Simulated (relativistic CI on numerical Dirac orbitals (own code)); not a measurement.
# W⁵⁺: O2,3 absorption edge

Computed with this model: Dirac-Coulomb-Breit CI, KLI orbitals optimised for each configuration, QED by a radiative potential, valence Slater integrals scaled by 0.8, multiplet model of core-to-valence dipole absorption; configurations [Xe] 4f14 5d → [Kr] 4d10 4f14 5s2 5p5 5d2; 300 K; Lorentzian 1 eV and Gaussian 0.3 eV FWHM. Energies are those of the free ion, without screening or charge transfer. The branching ratio is the share of the lower-energy edge in the whole absorption, uncertain by about 0.02 where the edges overlap. S is read from ⟨S²⟩ = S(S + 1).

Field parameters in Wybourne normalisation: D3d B²₀ = −7Dσ, B⁴₀ = −14Dq − 21Dτ, B⁴₃ = −14√(10/7) Dq; Oh B⁴₀ = 21Dq, B⁴₄ = √(5/14) B⁴₀; Td as Oh with Dq negative (B⁴₀ = 21Dq, B⁴₄ = √(5/14) B⁴₀). The field is a parameter set, without covalency.

free ion: ground-state S = 0.50, centroid 52.05 eV. Peaks (eV, height): 44.8 (45), 46.8 (38), 51.2 (63), 54.5 (22), 57.2 (100).

D3d, 10Dq = 37950, Dσ = 1180, Dτ = 50 cm⁻¹: ground-state S = 0.50, centroid 52.56 eV. Peaks (eV, height): 41.2 (17), 46.5 (41), 50.0 (51), 52.2 (36), 54.2 (43), 57.8 (100), 60.5 (22), 62.8 (7).

Oh, 10Dq = 25100 cm⁻¹: ground-state S = 0.50, centroid 52.40 eV. Peaks (eV, height): 42.0 (11), 46.2 (51), 50.2 (43), 53.0 (38), 57.0 (100), 58.8 (35), 60.2 (16).

Td, 10Dq = -16500 cm⁻¹: ground-state S = 0.50, centroid 52.48 eV. Peaks (eV, height): 45.8 (53), 47.8 (15), 49.8 (23), 52.5 (35), 56.2 (100), 57.5 (60).

Strongest unbroadened transitions for free ion:

```csv
Energy (eV),Relative strength
40.50,1.6
42.11,1.5
42.13,1.1
44.33,25.9
44.80,52.6
45.24,3.1
46.68,26.2
46.89,31.1
46.92,1.0
51.01,3.8
51.26,0.7
51.35,100.0
53.25,3.5
54.57,25.5
56.47,30.4
57.18,2.2
57.27,68.3
57.37,88.3
```
